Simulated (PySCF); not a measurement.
All values below come from PBE-D3(BJ)/def2-TZVP // B3LYP-D3(BJ)/def2-TZVP (PySCF). All species are isolated molecules in the gas phase. 

Reference species (SMILES): `[F][Ge]([F])[F]` (neutral, multiplicity 2).

| Property | Result |
|---|---|
| dipole moment | 1.93 D |

Changed species: `[GeH2][F]` (radical fragment; the reference has radical fragment).

Predict the effect on the dipole moment.

the dipole moment is nearly the same.
